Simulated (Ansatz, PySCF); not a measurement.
Reaction (SMILES): [SiH3]O[SiH](Cl)Cl -> [O][SiH](Cl)Cl + [SiH3] (SiH3) (the O-Si bond at the site shown breaks; other sites are not compared here)
Geometries: B3LYP-D3(BJ)/def2-TZVP minima from Ansatz (a quantum-chemistry and plane-wave program), one conformer each, not searched for the lowest. Frequencies are from Ansatz or PySCF.

Wanted: bond dissociation energy (0 K, with B3LYP-D3(BJ) harmonic zero-point energies), in kcal/mol. Cores are frozen in the correlated levels unless marked. Open shells are spin-unrestricted. Spin-orbit coupling is left out. Non-relativistic. CBS(X,Y): correlation extrapolated as X^-3; Hartree-Fock from the larger set.

| level | program | bond dissociation energy (kcal/mol) |
|---|---|---|
| PBE0-D3(BJ)/def2-TZVP | Ansatz + dftd3 | (withheld) |
| PBE0-D3(BJ)/def2-TZVPD | Ansatz + dftd3 | 125.2 |
| PBE0/def2-TZVPD | Ansatz | 123.2 |
| CCSD/6-31G | Ansatz | (withheld) |
| CCSD(T)/CBS(cc-pV(T+d)Z,cc-pV(Q+d)Z) | Ansatz | 134.2 |

### Question
Fill in the missing entries.

### Answer

- PBE0-D3(BJ)/def2-TZVP, bond dissociation energy (kcal/mol): 125.3
- CCSD/6-31G, bond dissociation energy (kcal/mol): 106.7
